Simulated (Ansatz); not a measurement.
`[Cl][Ge]([I])([I])[I]`, 5 atoms. Total charge 0; spin multiplicity 1. Correlated methods include outer-core shells of Ge, I, which these sets cover unevenly. Scalar relativity is left out up to krypton. I: def2 effective core potential. All runs use 4 threads of an Intel Xeon Platinum 8488C on a shared host. Correlated methods freeze the cores.

(1) How many basis functions does each run have, and how long does it take in Ansatz? RKS PBE0-D4/def2-TZVP relaxation (5 steps); RKS ωB97M-V/def2-SVP energy; RKS CAM-B3LYP-D4/def2-TZVPP energy; RKS PBE0-D4/def2-QZVPP energy; RKS LC-ωPBE/def2-TZVPP energy; RHF-MP2/def2-QZVPP energy; RKS PBE0-D4/def2-SVP energy; RKS PBE0-D4/def2-TZVP frequencies; RKS BLYP-D4/def2-TZVPP energy; RHF-CCSD(T)/def2-SVP energy; direct RPA on PBE orbitals/def2-TZVPP energy; RKS ωB97M-V/def2-QZVPP energy. (An estimate is asked.)

## Answers

(1) The calculation gave: Other jobs shared the machine, so times are rough.

```
                                level                   job  functions  wall time  peak host memory (GiB)
               RKS BLYP-D4/def2-TZVPP                energy        240      1.5 s                    0.44
                 RKS PBE0-D4/def2-SVP                energy        128      1.6 s                    0.47
               RKS LC-ωPBE/def2-TZVPP                energy        240      2.5 s                    0.65
          RKS CAM-B3LYP-D4/def2-TZVPP                energy        240      3.9 s                     1.4
                 RKS ωB97M-V/def2-SVP                energy        128      5.5 s                    0.62
direct RPA on PBE orbitals/def2-TZVPP                energy        240      6.5 s                    0.86
               RKS PBE0-D4/def2-QZVPP                energy        405      9.5 s                     2.5
                 RHF-CCSD(T)/def2-SVP                energy        128       12 s                    0.92
                   RHF-MP2/def2-QZVPP                energy        405       16 s                     2.3
               RKS ωB97M-V/def2-QZVPP                energy        405       20 s                     2.8
                RKS PBE0-D4/def2-TZVP  relaxation (5 steps)        235       27 s                     1.1
                RKS PBE0-D4/def2-TZVP           frequencies        235      2 min                     1.1
```

LC-ωPBE has ω = 0.4 bohr⁻¹.
